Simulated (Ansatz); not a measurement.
Reaction (formal exchange of groups at the Si–Se bond): `CC[Se][SiH3]` + `[CH3][AlH][BH]O` → `[CH3][Al]([SiH3])[BH]O` + `CC[SeH]`

Program: Ansatz. Geometries: PBE0-D4/def2-TZVP. ΔE: electronic, gas phase. CBS: MP2 limit from def2 TZ/QZ plus the TZ coupled-cluster correction, frozen cores. Functionals use def2-TZVPP. For Se outer-core shells are correlated without core-valence functions, which leaves a few kJ/mol of doubt a bond. Scalar relativity is left out up to krypton. Each species was taken in one conformer, which may not be the lowest.

CCSD(T)/CBS gives +48.8 kJ/mol.

Question: Another level gave +32.2 kJ/mol. Which?
A. LC-ωPBE/def2-TZVPP
B. CAM-B3LYP-D4/def2-TZVPP
C. HF/def2-TZVPP
D. PBE/def2-TZVPP

Answer: D. PBE 32.2, CAM-B3LYP-D4 46.8, LC-ωPBE 42.0, HF/def2-TZVPP 57.7 kJ/mol.

Largest T1 diagnostic among the species: 0.014.

From PBE to PBE0 (25 % exact exchange), in def2-TZVPP and without D4, ΔE moves by +5.4 kJ/mol. At CCSD(T), def2-SVP lies −9.3 kJ/mol from the extrapolated value and def2-TZVPP −4.9 kJ/mol.
